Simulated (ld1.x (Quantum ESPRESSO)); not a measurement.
Values are calculated unless marked as measured or tabulated.
# Potentials for O compared

Generated with ld1.x 7.5 (TM, RRKJ, ultrasoft, PAW), atompaw 4.2 or ONCVPSP 4.0.1. The cutoff is in Ry: for ld1.x and atompaw files where the sum of valence levels is converged to 10 mRy in a Bessel basis, for ONCV files where the hardest occupied wave has 1 mHa per electron of residual kinetic energy. The error is the largest all-electron minus pseudo excitation energy over each file’s own four to seven test configurations (ionisations up to +4, promotions, holes and added fractions of an electron), all of which were solved. The labels leave out finer settings (local radius, basis sizes, second energies), which also bear on the numbers. Spin-polarised tests are not counted. The rows are a selection from randomly drawn settings: files with unsolved tests, undetermined cutoffs or missed reference levels are left out.

| potential | cutoff (Ry) | largest error (meV) | bound ghosts |
| --- | --- | --- | --- |
| RRKJ, LDA (PZ), scalar-relativistic, rc 0.75/1.05 (sp), local smoothed, core correction yes, reference 2s2 2p4 | 110 | +856 | none |
| TM semilocal, PBE, non-relativistic, rc 0.80/1.65/1.55 (spd), local p, core correction no, reference 2s2 2p4 | 80 | +3177 | none |
| PAW, LDA (PZ), scalar-relativistic, rc 0.95/2.05/2.40 (spd), local smoothed, core correction yes, reference 2s2 2p4 | 18 | -41 | none |
| ultrasoft, LDA (PZ), scalar-relativistic, rc 0.75/1.20/1.25 (spd), local smoothed, core correction yes, reference 2s2 2p4 | 55 | +15 | none |
| ultrasoft, PBE, scalar-relativistic, rc 0.80/1.60 (sp), local smoothed, core correction no, reference 2s2 2p4 | 45 | +392 | none |
| PAW, PW91, scalar-relativistic, rc 1.10/1.45 (sp), local smoothed, core correction yes, reference 2s2 2p4 | 35 | -2.3 | none |
| TM, PBE, scalar-relativistic, rc 0.95/1.45 (sp), local p, core correction no, reference 2s2 2p4 | 70 | +555 | none |
| RRKJ, PBE, scalar-relativistic, rc 0.55/1.25/1.20 (spd), local s, core correction yes, reference 2s2 2p4 | 260 | +1482 | none |

Task: Fill in the row for O: PAW, PBEsol, non-relativistic, rc 0.80/1.75 (sp), local smoothed, core correction yes, reference 2s2 2p4.

Result: cutoff 45 Ry, largest error -66 meV, bound ghosts: none.
